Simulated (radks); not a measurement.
The dysprosium ion Dy4+, 62 electrons, occupied as [Kr] 4d10 4f8 5s2 5p4 6s2 (not the ground configuration). Method: scalar-relativistic Kohn-Sham, BLYP, spin-polarised, spherical densities, finite nucleus; open shells are filled with parallel spins first (spin-orbit coupling, left out, can overturn this in heavy ions); Fermi nuclear charge, rms radius 5.2218 fm; computed with a radial shooting solver on a logarithmic mesh with Libxc functionals.

Local quantities along the radius. ELF = 1/(1 + alpha^2) is the electron localisation function; alpha = (tau - tau_W)/tau_unif compares the Pauli kinetic energy density with that of the uniform gas (summed over spins); s = |grad rho|/(2 (3 pi^2)^(1/3) rho^(4/3)) is the reduced gradient; -r V(r) is the screened charge that the Kohn-Sham potential of spin up presents (atomic units); r v_xc is r times the local exchange-correlation potential of spin up (hartree bohr). tau is taken from the large components.

r (bohr)	ELF	alpha	s	-r V(r)	r v_xc
0.001589	0.999	0.02560	0.6898	65.44	-0.1505
0.002136	0.999	0.02808	0.6247	65.23	-0.1777
0.002872	0.999	0.03226	0.5826	64.94	-0.2124
0.003862	0.998	0.03927	0.5605	64.56	-0.2551
0.005192	0.997	0.05146	0.5571	64.05	-0.3053
0.006981	0.995	0.07401	0.5726	63.39	-0.3611
0.009385	0.986	0.1196	0.6081	62.52	-0.4186
0.01252	0.955	0.2175	0.6606	61.43	-0.4697
0.01683	0.827	0.4568	0.7157	60.02	-0.5101
0.02263	0.517	0.9671	0.6994	58.24	-0.5368
0.03042	0.328	1.432	0.5047	56.04	-0.5677
0.0409	0.462	1.079	0.2991	53.38	-0.6687
0.05499	0.705	0.6474	0.3118	50.20	-0.8150
0.07393	0.710	0.6391	0.4389	46.45	-0.8970
0.0994	0.427	1.158	0.4742	42.14	-0.9001
0.1336	0.394	1.239	0.2495	37.40	-0.9730
0.1782	0.692	0.6675	0.2713	32.54	-1.179
0.2396	0.664	0.7115	0.5153	27.41	-1.192
0.3222	0.242	1.770	0.4648	22.33	-1.062
0.4332	0.557	0.8911	0.1694	17.62	-1.309
0.5824	0.713	0.6346	0.3996	13.31	-1.425
0.783	0.458	1.089	0.6214	10.01	-1.280
1.053	0.385	1.264	0.6071	7.832	-1.177
1.415	0.488	1.025	0.8311	6.424	-1.075
1.903	0.175	2.172	1.099	5.473	-0.8520
2.538	0.345	1.378	0.9680	4.962	-0.7365
3.412	0.931	0.2729	1.997	4.645	-0.6018
4.588	0.994	0.07964	5.868	4.478	-0.4745
6.168	0.998	0.04585	26.01	4.226	-0.2262

On this mesh the ELF has minima near r = 0.030, 0.11, 0.32, 0.90, 2.2 bohr, which separate the shells, and maxima near 0.064 (0.74), 0.21 (0.74), 0.58 (0.71), 1.4 (0.49).
